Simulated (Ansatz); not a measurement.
Steps of a relaxation of `C[S][SnH2][S]C` with RKS PBE-D4/def2-SVP.

```sh
$ ansatz run in.yaml --threads 4 --pin off --events-out ev --progress --plain --max-ram 11315MiB
```

```yaml
crystal:
  periodic: [false, false, false]
  atoms:
    - {symbol: C, position_ang: [-1.670400, 0.446600, 1.369000]}
    - {symbol: S, position_ang: [-1.042000, 1.680900, 0.166100]}
    - {symbol: Sn, position_ang: [1.188700, 0.849600, 0.382500]}
    - {symbol: S, position_ang: [1.347900, -1.511100, -0.095800]}
    - {symbol: C, position_ang: [0.544100, -1.318300, -1.759600]}
    - {symbol: H, position_ang: [-1.563500, -0.527400, 0.986700]}
    - {symbol: H, position_ang: [-1.200100, 0.619400, 2.347900]}
    - {symbol: H, position_ang: [-2.768600, 0.690200, 1.464300]}
    - {symbol: H, position_ang: [1.777400, 1.131600, 2.078200]}
    - {symbol: H, position_ang: [2.271200, 1.694400, -0.699500]}
    - {symbol: H, position_ang: [0.455900, -2.301600, -2.213400]}
    - {symbol: H, position_ang: [1.202700, -0.641100, -2.343200]}
    - {symbol: H, position_ang: [-0.523000, -0.847900, -1.668500]}
basis:
  gaussian: {orbitals: def2-SVP}
hamiltonian: {xc: pbe, dispersion: d4}
relax: {f_tol: 0.03, max_steps: 200}
```

Positions (Å) and forces (eV/Å) along the path, 9 of 9 steps:

```xyz
13
step=1 energy=-29686.3925 eV
C    -1.670    0.447    1.369   -1.526    2.378    0.540
S    -1.042    1.681    0.166   -0.185    0.072   -0.287
Sn    1.189    0.850    0.383    1.517    0.685    0.909
S     1.348   -1.511   -0.096   -0.422   -0.265   -0.112
C     0.544   -1.318   -1.760   -1.100    1.361    0.663
H    -1.563   -0.527    0.987    0.319   -1.966   -0.470
H    -1.200    0.619    2.348    0.085   -0.292    0.244
H    -2.769    0.690    1.464    0.580   -0.283    0.057
H     1.777    1.132    2.078   -0.360   -0.234   -0.754
H     2.271    1.694   -0.700   -0.209   -0.042   -0.004
H     0.456   -2.302   -2.213    0.062   -0.567   -0.327
H     1.203   -0.641   -2.343   -0.271   -0.218   -0.313
H    -0.523   -0.848   -1.669    1.511   -0.630   -0.145
13
step=2 energy=-29686.6556 eV
C    -1.721    0.460    1.386   -0.171    0.682   -0.012
S    -0.979    1.637    0.173   -0.026    0.070   -0.035
Sn    1.354    0.934    0.441   -0.530   -0.370   -0.788
S     1.300   -1.468   -0.083   -0.057    0.065   -0.169
C     0.542   -1.315   -1.770   -0.412    0.591    0.362
H    -1.603   -0.563    1.027    0.112   -0.551   -0.008
H    -1.262    0.602    2.381   -0.003   -0.155    0.112
H    -2.805    0.698    1.466    0.180    0.018   -0.081
H     1.755    1.089    2.056    0.328    0.078    0.724
H     2.295    1.752   -0.749    0.035    0.102    0.039
H     0.460   -2.325   -2.197    0.085   -0.191   -0.045
H     1.172   -0.671   -2.419   -0.057   -0.151   -0.059
H    -0.488   -0.864   -1.698    0.515   -0.187   -0.038
13
step=3 energy=-29686.7199 eV
C    -1.721    0.467    1.400   -0.170    0.184   -0.022
S    -0.994    1.645    0.179    0.004   -0.045    0.057
Sn    1.326    0.916    0.432   -0.125   -0.056   -0.187
S     1.301   -1.469   -0.105   -0.068    0.043   -0.164
C     0.542   -1.309   -1.786   -0.101    0.178    0.082
H    -1.520   -0.579    1.097    0.016   -0.004    0.089
H    -1.338    0.663    2.424   -0.028   -0.088   -0.082
H    -2.820    0.647    1.399    0.186   -0.044   -0.029
H     1.813    1.070    2.068    0.104    0.005    0.167
H     2.275    1.791   -0.718    0.001    0.039    0.015
H     0.389   -2.338   -2.167    0.034    0.045    0.011
H     1.209   -0.751   -2.481   -0.082   -0.140    0.073
H    -0.443   -0.787   -1.727    0.230   -0.115   -0.010
13
step=4 energy=-29686.7324 eV
C    -1.747    0.502    1.436   -0.088   -0.059    0.062
S    -1.002    1.660    0.222   -0.025    0.071   -0.022
Sn    1.304    0.907    0.426    0.033    0.036   -0.076
S     1.302   -1.461   -0.140    0.060   -0.073    0.072
C     0.577   -1.328   -1.817   -0.149    0.082   -0.125
H    -1.509   -0.548    1.176   -0.007   -0.036    0.005
H    -1.408    0.711    2.470   -0.011    0.023   -0.014
H    -2.845    0.647    1.388    0.044   -0.004   -0.012
H     1.874    0.991    2.046    0.040    0.025    0.122
H     2.206    1.850   -0.705    0.031    0.014   -0.021
H     0.393   -2.361   -2.171   -0.002   -0.001    0.010
H     1.264   -0.827   -2.528    0.005   -0.030    0.020
H    -0.387   -0.778   -1.789    0.069   -0.048   -0.019
13
step=5 energy=-29686.7384 eV
C    -1.745    0.481    1.427    0.014    0.000    0.019
S    -0.990    1.664    0.238   -0.020    0.002   -0.023
Sn    1.324    0.918    0.430    0.022    0.018    0.010
S     1.311   -1.454   -0.142   -0.011   -0.015    0.010
C     0.555   -1.318   -1.814    0.013    0.016   -0.005
H    -1.459   -0.563    1.190    0.003   -0.001   -0.007
H    -1.458    0.718    2.470   -0.018   -0.006    0.002
H    -2.842    0.587    1.327   -0.006    0.000   -0.005
H     1.893    1.019    2.060    0.019   -0.003   -0.005
H     2.231    1.855   -0.707   -0.001    0.007    0.010
H     0.317   -2.350   -2.137   -0.006   -0.009   -0.002
H     1.261   -0.871   -2.541   -0.008   -0.010   -0.013
H    -0.378   -0.723   -1.785   -0.002    0.002    0.007
13
step=6 energy=-29686.7401 eV
C    -1.742    0.464    1.415   -0.001   -0.023    0.020
S    -0.982    1.668    0.245    0.016   -0.038    0.019
Sn    1.341    0.930    0.437   -0.004   -0.003    0.002
S     1.313   -1.445   -0.140   -0.027    0.034   -0.032
C     0.536   -1.310   -1.806    0.059   -0.066   -0.010
H    -1.401   -0.572    1.201   -0.025    0.085    0.013
H    -1.513    0.727    2.469   -0.027   -0.031   -0.069
H    -2.838    0.524    1.260    0.062   -0.009    0.012
H     1.936    1.024    2.060   -0.006   -0.005   -0.016
H     2.242    1.879   -0.696   -0.007   -0.003    0.004
H     0.241   -2.339   -2.098    0.013    0.076    0.018
H     1.254   -0.918   -2.556   -0.054   -0.019    0.037
H    -0.366   -0.668   -1.776    0.001    0.002    0.003
13
step=7 energy=-29686.7410 eV
C    -1.740    0.458    1.405   -0.001   -0.011    0.010
S    -0.972    1.668    0.249   -0.013   -0.006    0.007
Sn    1.351    0.936    0.438    0.001   -0.003    0.017
S     1.319   -1.438   -0.139   -0.008    0.000   -0.016
C     0.529   -1.308   -1.797    0.018   -0.025   -0.007
H    -1.393   -0.573    1.192   -0.011    0.037    0.008
H    -1.527    0.716    2.463   -0.009   -0.014   -0.042
H    -2.834    0.513    1.238    0.041   -0.003    0.002
H     1.946    1.026    2.061    0.000   -0.004   -0.018
H     2.248    1.887   -0.695   -0.006    0.002    0.004
H     0.224   -2.335   -2.082    0.007    0.040    0.013
H     1.239   -0.923   -2.557   -0.029   -0.009    0.023
H    -0.371   -0.661   -1.760    0.009   -0.004   -0.001
13
step=8 energy=-29686.7417 eV
C    -1.721    0.437    1.368   -0.069    0.055   -0.006
S    -0.955    1.681    0.248    0.003   -0.022    0.014
Sn    1.365    0.946    0.445    0.031    0.026    0.010
S     1.330   -1.428   -0.127   -0.012    0.004   -0.011
C     0.500   -1.297   -1.764   -0.040    0.016    0.007
H    -1.344   -0.580    1.148    0.020   -0.046    0.002
H    -1.543    0.685    2.433    0.013   -0.006    0.002
H    -2.811    0.466    1.174    0.009   -0.002   -0.002
H     1.967    1.033    2.065   -0.003    0.002   -0.008
H     2.256    1.903   -0.687    0.010   -0.002    0.000
H     0.162   -2.317   -2.031    0.001   -0.011    0.002
H     1.197   -0.936   -2.545    0.002    0.006   -0.004
H    -0.383   -0.628   -1.710    0.034   -0.021   -0.008
13
step=9 energy=-29686.7421 eV
C    -1.723    0.431    1.360   -0.021    0.022   -0.002
S    -0.948    1.680    0.254   -0.011    0.004    0.004
Sn    1.377    0.955    0.449    0.003    0.001   -0.007
S     1.334   -1.418   -0.128    0.002   -0.017   -0.002
C     0.491   -1.297   -1.759   -0.021    0.019    0.003
H    -1.341   -0.586    1.141    0.010   -0.019    0.005
H    -1.556    0.674    2.428    0.006   -0.006   -0.001
H    -2.811    0.458    1.155    0.010    0.004   -0.005
H     1.986    1.040    2.065   -0.002   -0.002    0.004
H     2.269    1.914   -0.681   -0.001    0.003   -0.003
H     0.147   -2.317   -2.016    0.006   -0.002    0.008
H     1.184   -0.944   -2.549   -0.002    0.002    0.000
H    -0.388   -0.624   -1.704    0.018   -0.009   -0.004
```

It took 23 s on 4 threads of an Arm Neoverse V2 on a shared host, with 0.19 GiB of host memory at the peak.
